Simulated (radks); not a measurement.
Problem. The mean radii <r> (bohr) of the occupied orbitals of an atom or ion are listed with their occupations. All-electron calculation, scalar-relativistic Kohn-Sham, PBE, spin-polarised, spherical densities, point nucleus. Program: a radial shooting solver on a logarithmic mesh with Libxc functionals.

| orbital | occ. | <r> |
|---|---|---|
| 1s up | 1 | 0.02274 |
| 1s down | 1 | 0.02274 |
| 2s up | 1 | 0.09700 |
| 2s down | 1 | 0.09700 |
| 2p up | 3 | 0.08547 |
| 2p down | 3 | 0.08547 |
| 3s up | 1 | 0.2550 |
| 3s down | 1 | 0.2548 |
| 3p up | 3 | 0.2534 |
| 3p down | 3 | 0.2532 |
| 3d up | 5 | 0.2311 |
| 3d down | 5 | 0.2308 |
| 4s up | 1 | 0.5794 |
| 4s down | 1 | 0.5792 |
| 4p up | 3 | 0.6135 |
| 4p down | 3 | 0.6133 |
| 4d up | 5 | 0.6710 |
| 4d down | 5 | 0.6714 |
| 5s up | 1 | 1.403 |
| 5s down | 1 | 1.423 |
| 5p up | 3 | 1.648 |
| 5p down | 3 | 1.678 |
| 4f up | 6 | 0.9876 |
| 6s up | 1 | 3.859 |

Name the element and its charge. Open shells, if any, are filled with parallel spins first.

Solution. Z = 62, samarium, charge +1: Sm+ in [Xe] 4f6 6s1. The 1s radius gives Z: for a bare nucleus <r> = (2 gamma + 1)/(2Z) with gamma = sqrt(1 - (Z/c)^2), 0.02245 bohr for Z = 62, and screening makes it slightly larger (0.02274 here). The occupations add up to 61, and the charge is Z minus that.
